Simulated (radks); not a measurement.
Values are calculated unless marked as measured or tabulated.
Trend from Lu3+ to Hg3+: ionisation energy by Delta-SCF between NIST ground configurations, and size. Level of theory: scalar-relativistic Kohn-Sham, r2SCAN, spin-polarised, spherical densities, finite nucleus; open shells are filled with parallel spins first (spin-orbit coupling, left out, can overturn this in heavy ions); meta-GGA in the generalised Kohn-Sham scheme; Fermi nuclear charge, rms radius of each element as measured or else 0.836 A^(1/3) + 0.57 fm (a radial shooting solver on a logarithmic mesh with Libxc functionals).

species  configuration  IE (eV)  NIST (eV)       kind  outermost  <r> outermost (bohr)  r at 0.001 e/bohr^3 (bohr)
Lu3+         [Xe] 4f14   46.430      45.25  semi-emp.         5p                  1.37                        3.03
Hf3+     [Xe] 4f14 5d1   32.635      33.37  semi-emp.         5d                  1.91                        3.26
Ta3+     [Xe] 4f14 5d2   35.495         35     theory         5d                  1.82                        3.36
W3+      [Xe] 4f14 5d3   38.175       38.2  semi-emp.         5d                  1.73                        3.39
Re3+     [Xe] 4f14 5d4   40.764         39     theory         5d                  1.66                        3.38
Os3+     [Xe] 4f14 5d5   43.293         41     theory         5d                  1.59                        3.35
Ir3+     [Xe] 4f14 5d6   40.686         40     theory         5d                  1.54                        3.33
Pt3+     [Xe] 4f14 5d7   43.777         43     theory         5d                  1.48                        3.30
Au3+     [Xe] 4f14 5d8   46.594         45     theory         5d                  1.43                        3.26
Hg3+     [Xe] 4f14 5d9   49.293       48.6       exp.         5d                  1.38                        3.22

Reference values: NIST Atomic Spectra Database (exp. = measured, semi-emp. = semi-empirical, theory = theoretical value adopted there). Open shells are spherical and high-spin; term and fine-structure splittings are not resolved. Spin-orbit splitting is averaged out at the scalar-relativistic level.
